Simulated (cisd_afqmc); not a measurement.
Input (AFQMC/CISD/def2-SVP; cisd_afqmc is a phaseless AFQMC code with CISD trial states that reads the integrals written by Ansatz):

Ansatz 0.2 input:
```python
import cisd_afqmc

open("ham.yaml", "w").write("""\
crystal:
  periodic: [false, false, false]
  atoms:
    - {symbol: Ca, position_ang: [-0.00000000, -0.00000000, -1.12308380]}
    - {symbol: Cl, position_ang: [0.00000000, 0.00000000, 1.32127506]}
basis:
  gaussian:
    orbitals: def2-SVP
magnetization: {spin_polarized: true, initial_magnetization: 1}
correlation: {method: ccsd, electrons: outside_noble_gas, hamiltonian_folder: ham}
""")
rep = cisd_afqmc.ansatz("ham.yaml")
e_ccsd = rep["correlation"]["coupled_cluster"]["energy"]["hartree"]
out = cisd_afqmc.run("ham", e_ccsd, trial="CISD", walkers=200, populations=8, threads=8, dt=0.005, steps=40, early=24, settle=10, least=32,
    cut=5e-5, rank_cut=2e-4, target=0.0004, seconds=1500, seed=1, memory=17280, gpu=False)
```

Output:

```
orbitals 28, occupied [5, 4], factors 139 of 432, rank of the doubles 105 of 211
E(HF) = -1136.113716
E(CCSD) on the cut factors = -1136.266357, shift to the whole factors 0.000006
Energy of the trial state on the determinant = -1136.266374
  tau behind 7.2 of longer steps, mean of the populations' last blocks
   2.0  -1136.26990
   4.0  -1136.26944
   6.0  -1136.26956
   8.0  -1136.26936
blocks 325 (1 outliers left out), error by blocks joined: 1: 0.00006, 2: 0.00007, 4: 0.00009, 8: 0.00012, 16: 0.00014
E(AFQMC/CISD) = -1136.26949 +/- 0.00014
```
